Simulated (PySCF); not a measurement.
# Dipole response of Tl(2+) (thallium, charge +2)

[Xe] 4f14 5d10 6s1, 2S determinant. All numbers are calculated (PySCF 2.14, scalar relativity by spin-free X2C-1e, in aug-cc-pwCVTZ-DK3 (11s10p8d5f1g, 125 functions)). Coupled (time-dependent) response in atomic units; α is the mean over directions.

```tsv
method	mean α (bohr³)	C₆ (like pair)	S(−4)
PBE0	12.48	79.13	58.58
```

S(−4) is the Cauchy moment in α(ω) = α(0) + S(−4) ω² + …

α(iu) at PBE0:

| u (hartree) | α(iu) (bohr³) |
| --- | --- |
| 0 | 12.48 |
| 0.0500 | 12.34 |
| 0.100 | 11.94 |
| 0.200 | 10.68 |
| 0.300 | 9.319 |
| 0.500 | 7.164 |
| 0.750 | 5.468 |
| 1.00 | 4.375 |
| 1.50 | 3.026 |
| 2.00 | 2.221 |
| 3.00 | 1.331 |
| 5.00 | 0.6198 |

For an ion, C₆ is the dispersion term alone; charge-induced terms of lower order in 1/R come first.

Spin-orbit coupling, which splits the p, d and f shells strongly at this Z, is absent.
